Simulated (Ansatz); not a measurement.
```yaml
crystal:
  periodic: [false, false, false]
  atoms:
    - {symbol: C, position_ang: [2.957322, 1.551830, -0.956654]}
    - {symbol: Si, position_ang: [2.404542, -0.141676, -0.318122]}
    - {symbol: C, position_ang: [2.681054, -1.487609, -1.619378]}
    - {symbol: C, position_ang: [3.113531, -0.573158, 1.373655]}
    - {symbol: C, position_ang: [2.056482, -0.665469, 2.237893]}
    - {symbol: C, position_ang: [0.713478, -0.426638, 1.696103]}
    - {symbol: C, position_ang: [0.614542, -0.126108, 0.350671]}
    - {symbol: C, position_ang: [-0.613956, 0.133359, -0.349055]}
    - {symbol: C, position_ang: [-0.712737, 0.435428, -1.694161]}
    - {symbol: C, position_ang: [-2.056319, 0.667622, -2.237380]}
    - {symbol: C, position_ang: [-3.114084, 0.568539, -1.374748]}
    - {symbol: Si, position_ang: [-2.404674, 0.141022, 0.317930]}
    - {symbol: C, position_ang: [-2.947045, -1.555500, 0.957200]}
    - {symbol: C, position_ang: [-2.691710, 1.486230, 1.617721]}
    - {symbol: H, position_ang: [4.036065, 1.549658, -1.216827]}
    - {symbol: H, position_ang: [2.787339, 2.329821, -0.185476]}
    - {symbol: H, position_ang: [2.384866, 1.837569, -1.863215]}
    - {symbol: H, position_ang: [3.751735, -1.559360, -1.902119]}
    - {symbol: H, position_ang: [2.096319, -1.273340, -2.537686]}
    - {symbol: H, position_ang: [2.357299, -2.473701, -1.229900]}
    - {symbol: H, position_ang: [4.149770, -0.737461, 1.705125]}
    - {symbol: H, position_ang: [2.170342, -0.908292, 3.309897]}
    - {symbol: H, position_ang: [-0.166188, -0.492590, 2.361807]}
    - {symbol: H, position_ang: [0.167334, 0.505851, -2.358807]}
    - {symbol: H, position_ang: [-2.169955, 0.912151, -3.308985]}
    - {symbol: H, position_ang: [-4.150568, 0.729583, -1.707011]}
    - {symbol: H, position_ang: [-2.777351, -2.331852, 0.184293]}
    - {symbol: H, position_ang: [-4.024280, -1.558981, 1.223632]}
    - {symbol: H, position_ang: [-2.368302, -1.839135, 1.860367]}
    - {symbol: H, position_ang: [-2.367717, 2.473074, 1.230402]}
    - {symbol: H, position_ang: [-3.764511, 1.555585, 1.892779]}
    - {symbol: H, position_ang: [-2.112644, 1.273550, 2.540039]}
basis:
  gaussian: {orbitals: "6-31++G**", fitting: {mean_field: cc-pVTZ-jkfit}}
hamiltonian: {xc: {name: LC-wPBE}}
scf: {omitted_lower_state_checks: [starts]}
output: {forces: true}
```

```sh
$ ansatz run in.yaml --threads 4 --pin off --events-out ev --progress --plain --max-ram 6963MiB
```

It prints (some lines left out):

```
Functional definition: LC-wPBE
1730 factors; integrals over basis functions are off by at most 1.5e-1 eV
1730 factors; integrals over basis functions are off by at most 1.7e-3 eV
mean field evaluation 1: about -28463.5799 eV, gradient 7.9e1 eV
mean field evaluation 2: about -28473.5065 eV, gradient 4.8e1 eV
mean field evaluation 4: about -28478.8877 eV, gradient 4.1e0 eV
mean field evaluation 8: about -28478.9587 eV, gradient 7.4e-2 eV
mean field evaluation 16: about -28478.9588 eV, gradient 5.3e-5 eV
mean field -28478.95876241 eV, -1046.5824307868 hartree, gradient 5.5e-5 eV, S^2 0.000000; 0 other end points of the search recorded, 0 dependent functions left out
reference -28478.95876243 eV, -1046.5824307877 hartree; 59, 59 occupied and 323, 323 virtual orbitals, 1730 factors
Total energy: -28478.95876243 eV, -1046.5824307877 hartree
Atom 0 at     2.957322     1.551830    -0.956654 Å, force     0.051981     0.166214    -0.067754 eV/Å
Atom 1 at     2.404542    -0.141676    -0.318122 Å, force    -0.074979    -0.004955     0.057963 eV/Å
Atom 2 at     2.681054    -1.487609    -1.619378 Å, force     0.029092    -0.129332    -0.131168 eV/Å
Atom 3 at     3.113531    -0.573158     1.373655 Å, force    -0.712685    -0.090508     0.716696 eV/Å
Atom 4 at     2.056482    -0.665469     2.237893 Å, force     1.261102    -0.060696    -0.227479 eV/Å
Atom 5 at     0.713478    -0.426638     1.696103 Å, force    -0.728154     0.342020    -1.302958 eV/Å
Atom 6 at     0.614542    -0.126108     0.350671 Å, force     1.001862    -0.409734     1.486061 eV/Å
Atom 7 at    -0.613956     0.133359    -0.349055 Å, force    -1.001821     0.415403    -1.485442 eV/Å
Atom 8 at    -0.712737     0.435428    -1.694161 Å, force     0.726573    -0.347979     1.303665 eV/Å
Atom 9 at    -2.056319     0.667622    -2.237380 Å, force    -1.261669     0.061867     0.227207 eV/Å
Atom 10 at    -3.114084     0.568539    -1.374748 Å, force     0.716452     0.100844    -0.712657 eV/Å
Atom 11 at    -2.404674     0.141022     0.317930 Å, force     0.074254     0.000018    -0.059280 eV/Å
Atom 12 at    -2.947045    -1.555500     0.957200 Å, force    -0.055033    -0.165684     0.069175 eV/Å
Atom 13 at    -2.691710     1.486230     1.617721 Å, force    -0.026143     0.129850     0.130002 eV/Å
Atom 14 at     4.036065     1.549658    -1.216827 Å, force    -0.522808     0.011128     0.121373 eV/Å
Atom 15 at     2.787339     2.329821    -0.185476 Å, force     0.087473    -0.366938    -0.374319 eV/Å
Atom 16 at     2.384866     1.837569    -1.863215 Å, force     0.296415    -0.120300     0.430215 eV/Å
Atom 17 at     3.751735    -1.559360    -1.902119 Å, force    -0.520933     0.027324     0.131524 eV/Å
Atom 18 at     2.096319    -1.273340    -2.537686 Å, force     0.297066    -0.119932     0.428033 eV/Å
Atom 19 at     2.357299    -2.473701    -1.229900 Å, force     0.160084     0.468069    -0.194974 eV/Å
Atom 20 at     4.149770    -0.737461     1.705125 Å, force    -0.519479     0.075487    -0.142599 eV/Å
Atom 21 at     2.170342    -0.908292     3.309897 Å, force    -0.032387     0.121545    -0.543627 eV/Å
Atom 22 at    -0.166188    -0.492590     2.361807 Å, force     0.431924     0.033988    -0.331311 eV/Å
Atom 23 at     0.167334     0.505851    -2.358807 Å, force    -0.431496    -0.036650     0.329572 eV/Å
Atom 24 at    -2.169955     0.912151    -3.308985 Å, force     0.031951    -0.123815     0.541844 eV/Å
Atom 25 at    -4.150568     0.729583    -1.707011 Å, force     0.519196    -0.076293     0.142404 eV/Å
Atom 26 at    -2.777351    -2.331852     0.184293 Å, force    -0.087149     0.365948     0.376293 eV/Å
Atom 27 at    -4.024280    -1.558981     1.223632 Å, force     0.522365    -0.007990    -0.127019 eV/Å
Atom 28 at    -2.368302    -1.839135     1.860367 Å, force    -0.297540     0.117536    -0.427933 eV/Å
Atom 29 at    -2.367717     2.473074     1.230402 Å, force    -0.160277    -0.467930     0.192756 eV/Å
Atom 30 at    -3.764511     1.555585     1.892779 Å, force     0.521287    -0.026659    -0.124995 eV/Å
Atom 31 at    -2.112644     1.273550     2.540039 Å, force    -0.296526     0.118157    -0.431267 eV/Å
Dipole moment:     0.000090     0.000340     0.000074 e Å
Checks for a lower state left out: starts
```

Hardware: 4 threads of Arm Neoverse V1 on a shared host. Wall time 26 s, peak host memory 2.3 GiB.

The 6-31G sets use Cartesian d functions. LC-ωPBE has ω = 0.4 bohr⁻¹.
